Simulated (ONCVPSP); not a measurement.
Transferability test, ONCV potential for Mn (Z = 25)

- Element: manganese
- Generator: ONCVPSP 4.0.1
- Type: optimised norm-conserving Vanderbilt (ONCV)
- Functional: BLYP
- Relativity: scalar-relativistic
- Frozen core: [Ar]
- Valence charge: 7
- Reference configuration: 3d5 4s1.5 (charge +0.5)
- Partial waves: 4s: rc 2.15 bohr, ncon 5, nbas 9, qcut 3.2 1/bohr, 2 projectors, debl 0.4 Ha; p scattering state at 0.47 Ha: rc 2.10 bohr, ncon 4, nbas 8, qcut 4.2 1/bohr, 1 projector; 3d: rc 1.50 bohr, ncon 4, nbas 9, qcut 12.2 1/bohr, 3 projectors, debl 1.6 Ha; f scattering state at 0.38 Ha: rc 1.85 bohr, ncon 4, nbas 9, qcut 6.7 1/bohr, 2 projectors, debl 3.9 Ha
- Local potential: polynomial inside 1.20 bohr (lpopt 5, dvloc0 0 Ha)
- Core correction: none

In the p channel the program set the typed energies aside and used 0.050 Ha.

Energies are relative to the spin-unpolarised reference configuration 3d5 4s1.5; without spin polarisation the order of configurations can differ from experiment.

```tsv
valence configuration	charge	ΔE all-electron (eV)	error AE − PS (meV)
3d5 4s1	+1	5.067	+3.4
3d5 4s0	+2	20.835	+67
3d4 4s2	+1	9.748	-181
```

Question: What are ΔE and the potential's error for 3d5 4s2?

Answer: ΔE = -3.334 eV all-electron; the error (AE − PS) is +2.2 meV.

Note: ghosts flagged at negative energy: s at -65.8 eV (a further GHOST(-) flag falls on a real empty level of the atom); GHOST(+) flagged for p at 8.8 eV, s at 405.4 eV. A true bound ghost makes a file unfit for plane-wave use.
